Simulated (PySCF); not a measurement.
## Mayer bond orders and bond lengths

C5H11NOSi2.
Numbering: `[N:1]#[C:2]/[CH:3]=[CH:4]\[CH2:5][SiH2:6][CH2:7][O:8][SiH3:9]` (hydrogens: H10 on C3; H11 on C4; H12, H13 on C5; H14, H15 on Si6; H16, H17 on C7; H18, H19, H20 on Si9)

Structure used (GFN2-xTB), in Å, numbered top down from 1:
```
atom  x, y, z in Å
N1    -1.568    1.416   -2.142
C2    -1.520    1.386   -0.995
C3    -1.454    1.346    0.407
C4    -1.556    0.205    1.098
C5    -1.729   -1.131    0.490
Si6   -0.039   -2.035    0.314
C7     1.131   -0.890   -0.662
O8     1.455    0.150    0.238
Si9    2.250    1.531   -0.059
H10   -1.295    2.298    0.893
H11   -1.474    0.237    2.176
H12   -2.171   -1.041   -0.504
H13   -2.388   -1.742    1.105
H14   -0.270   -3.294   -0.402
H15    0.538   -2.263    1.641
H16    2.048   -1.392   -0.983
H17    0.663   -0.473   -1.559
H18    2.192    2.098    1.280
H19    1.566    2.338   -1.071
H20    3.616    1.266   -0.523
```

Bond orders from the PBE0/pcSseg-1 density (PySCF). Geometry: GFN2-xTB, one conformer, isolated molecule.

Q: How far do the computed orders between heavy atoms stray from the drawn ones?

A: The largest departure is 0.188, at C3–C4 (drawn double, 1.812). Drawn single, order below 0.88: C5–Si6 (0.865) and C7–O8 (0.841).

Q: Set the Mayer orders of the bonds beside their lengths.

A: 
```
   bond  drawn as  length (Å)  Mayer order
  N1–C2    triple       1.149        2.952
  C2–C3    single       1.404        1.071
  C3–C4    double       1.338        1.812
  C4–C5    single       1.477        1.081
 C5–Si6    single       1.925        0.865
 Si6–C7    single       1.905        0.892
  C7–O8    single       1.413        0.841
 O8–Si9    single       1.621        0.941
 C3–H10    single       1.081        0.938
 C4–H11    single       1.082        0.955
 C5–H12    single       1.091        0.929
 C5–H13    single       1.090        0.934
Si6–H14    single       1.466        0.934
Si6–H15    single       1.465        0.961
 C7–H16    single       1.094        0.948
 C7–H17    single       1.094        0.925
Si9–H18    single       1.456        0.943
Si9–H19    single       1.464        0.918
Si9–H20    single       1.466        0.915
```

By pair of heavy elements: C–C: lowest C2–C3 (1.071, 1.404 Å), highest C3–C4 (1.812, 1.338 Å). C–Si: lowest C5–Si6 (0.865, 1.925 Å), highest Si6–C7 (0.892, 1.905 Å).

Q: Sum the orders of all bonds at each heavy atom with more than one neighbour and set the sums beside the valence in the SMILES.

A: C2 4.023 (drawn 4), C3 3.821 (drawn 4), C4 3.848 (drawn 4), C5 3.809 (drawn 4), Si6 3.652 (drawn 4), C7 3.606 (drawn 4), O8 1.782 (drawn 2), Si9 3.717 (drawn 4). Orders between atoms that aren't bonded are not in these sums.

For a closed shell the Mayer order of atoms A and B is Σ (PS)μν (PS)νμ over the basis functions μ on A and ν on B, with P the density and S the overlap matrix.

The run behind these numbers computed NMR shieldings as well. On one thread, Arm Neoverse V2 (aarch64), no GPU (shared host), this took 56 s of wall time (with the writing of density and orbital grids) and 1.0 GiB of memory at its peak.
